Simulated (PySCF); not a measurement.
A structure optimised at B3LYP-D3(BJ)/def2-SVP, used in a PySCF frequency run:

```xyz
11

O     -0.1473     2.1862     0.0000
B     -0.0990     0.8265     0.0000
C     -1.2641    -0.1648     0.0000
C     -0.6812    -1.3922     0.0000
O      0.6607    -1.4660     0.0000
C      1.1944    -0.1199     0.0000
H      0.7170     2.6140     0.0000
H     -2.3460    -0.0359     0.0000
H     -1.1597    -2.3773     0.0000
H      1.8409    -0.0167    -0.8889
H      1.8409    -0.0167     0.8889
```
Charge 0, spin multiplicity 1.

Write its SMILES, formula and point group.

OB1C=COC1, C3H5BO2, Cs

What are its rotational constants (standard atomic weights)?

7.7829, 3.2307, 2.3164 GHz
